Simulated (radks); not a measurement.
Pm, configuration [Xe] 4f5 6s2. All-electron calculation, Dirac Kohn-Sham, PBE, spin-unpolarised, spherical densities, point nucleus; open shells fill j = l - 1/2 first. Program: a radial shooting solver on a logarithmic mesh with Libxc functionals. Some entries of the table are withheld. Estimate them.

| orbital | occ. | eigenvalue (eV) | r(max) (bohr) |
|---|---|---|---|
| 1s1/2 | 2 | -44980.83 | 0.01479 |
| 2s1/2 | 2 | -7309.515 | 0.08395 |
| 2p1/2 | 2 | -6921.433 | 0.06370 |
| 2p3/2 | 4 | -6361.180 | 0.06924 |
| 3s1/2 | 2 | -1593.617 | 0.2388 |
| 3p1/2 | 2 | -1427.355 | 0.2258 |
| 3p3/2 | 4 | -1314.698 | 0.2376 |
| 3d3/2 | 4 | -1025.982 | 0.1898 |
| 3d5/2 | 6 | -1001.570 | 0.1932 |
| 4s1/2 | 2 | (1) | 0.5524 |
| 4p1/2 | 2 | -253.4322 | (2) |
| 4p3/2 | 4 | -228.8598 | (3) |
| 4d3/2 | 4 | -124.9323 | 0.5981 |
| 4d5/2 | 6 | -120.5668 | 0.6064 |
| 5s1/2 | 2 | -41.7356 | 1.291 |
| 5p1/2 | 2 | -24.8958 | 1.415 |
| 5p3/2 | 4 | -21.6365 | 1.490 |
| 6s1/2 | 2 | -3.5372 | 3.740 |
| 4f5/2 | 5 | -2.2428 | 0.6347 |
| 4f7/2 | 0 | -1.7771 | 0.6399 |

Answer. 
(1) 4s1/2 eigenvalue (eV): -316.6658
(2) 4p1/2 r(max) (bohr): 0.5590
(3) 4p3/2 r(max) (bohr): 0.5843
